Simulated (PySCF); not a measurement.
# Diatomics of C with the fourth-period p block

PBE0 with triple-zeta basis sets in PySCF, for the lowest determinant that a PBE0 search found; no spin–orbit coupling. De refers to high-spin ground-configuration atoms. A positive dipole means M(−)C(+).

| M | basis | state (unpaired electrons) | Re (Å) | ωe (cm⁻¹) | De (eV) | μ (D) |
| --- | --- | --- | --- | --- | --- | --- |
| Ga | x2c-TZVPPall | quartet (σ ↑, π ↑↑) | 1.997 | 545 | 3.31 | -2.15 |
| Ge | def2-TZVPP | triplet (σ ↑, π ↑) | 1.795 | 827 | 3.88 | -1.89 |
| Se | x2c-TZVPPall | singlet (closed shell) | 1.666 | 1083 | 6.07 | -2.13 |
| Br | def2-TZVPP | doublet (π ↑) | 1.815 | 745 | 3.73 | -1.52 |

The shortest bond is that of CSe (1.666 Å), the longest that of GaC (1.997 Å). CSe is bound most strongly (6.07 eV) and GaC least (3.31 eV).

The rows differ in basis set, which adds steps of its own.

The state changes along the series, so neighbouring rows are not always alike in their bonding.

Spin–orbit coupling is left out. States were picked by a PBE0 search and need not be the measured ground states.
